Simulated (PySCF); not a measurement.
Compound: CH13NSi5.
Numbering: `[CH3:1][NH:2][SiH:3]1[SiH2:4][SiH2:5][SiH2:6][SiH2:7]1` (hydrogens: H8, H9, H10 on C1; H11 on N2; H12 on Si3; H13, H14 on Si4; H15, H16 on Si5; H17, H18 on Si6; H19, H20 on Si7)

Theory: core-valence-separated Tamm–Dancoff BHandHLYP/aug-pcX-1 (pcseg-1 on H, def2-SVPD on Si) in PySCF, non-relativistic, gas phase, PBE0-D3(BJ)/def2-SVP geometry.

Computed nitrogen K-edge spectrum, Gaussian lines of 0.5 eV full width, highest printed point 100; it ends one width below the last computed root. BHandHLYP without relativity tends to put these K edges a few eV too low, so spacings mean more than positions.

| photon energy (eV) | absorption |
| --- | --- |
| 398.3 | 0 |
| 398.4 | 1 |
| 398.5 | 3 |
| 398.6 | 7 |
| 398.7 | 14 |
| 398.8 | 22 |
| 398.9 | 28 |
| 399.0 | 29 |
| 399.1 | 23 |
| 399.2 | 16 |
| 399.3 | 10 |
| 399.4 | 11 |
| 399.5 | 20 |
| 399.6 | 40 |
| 399.7 | 68 |
| 399.8 | 91 |
| 399.9 | 100 |
| 400.0 | 92 |
| 400.1 | 77 |
| 400.2 | 70 |
| 400.3 | 77 |
| 400.4 | 89 |
| 400.5 | 92 |
| 400.6 | 81 |
| 400.7 | 60 |
| 400.8 | 40 |

Question: Where are the maxima, and which lines make them up?

Answer: 3 maxima:
- 399.0 eV: N2 (silicon-bound nitrogen), 398.96 eV, f = 0.007, 100 % of the height at the exact maximum
- 399.9 eV: N2 (silicon-bound nitrogen), 399.88 eV, f = 0.024, 98 % of the height at the exact maximum
- 400.5 eV: N2 (silicon-bound nitrogen), 400.47 eV, f = 0.019, 80 % of the height at the exact maximum; N2 (silicon-bound nitrogen), 400.54 eV, f = 0.004, 16 % of the height at the exact maximum

Roots within 0.03 eV on the same or equivalent atoms count as one line; shares under 12 % aren't listed.

Vibrational structure and lifetime widths aren't in the curve. The ionisation threshold wasn't computed; near and above it a finite basis only mimics Rydberg series and continuum.

Hardware: one thread of an Intel Xeon at 2.50 GHz, on a shared host. Cost: 88 s wall, 1.2 GiB resident at most.

One conformer stands for the species.
